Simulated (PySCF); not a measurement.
Rhodium: a sound run and one with changed settings

Sound run: Rh⁺ [Kr] 4d8, Rh²⁺ [Kr] 4d7. All numbers are calculated (PySCF 2.14, scalar relativity through the core potential, in def2-TZVP with the def2 core potential (28 electrons)). In the sound run the correlated levels freeze 4s2 4p6 outside the core potential. The sound run starts from symmetry-adapted Hartree-Fock orbitals and uses a fine grid where one is needed.

Changed run: initial guess atom, at most 50 SCF cycles.

| species | method | sound run (hartree) | changed run (hartree) | converged |
| --- | --- | --- | --- | --- |
| Rh⁺ | UHF | -109.51136 | -109.51136 | yes |
| Rh⁺ | M06-L | -110.27725 | -110.27725 | yes |
| Rh²⁺ | UHF | -108.91677 | -108.91677 | yes |
| Rh²⁺ | M06-L | -109.63322 | -109.63322 | yes |

Here the plain start reaches the same solutions.
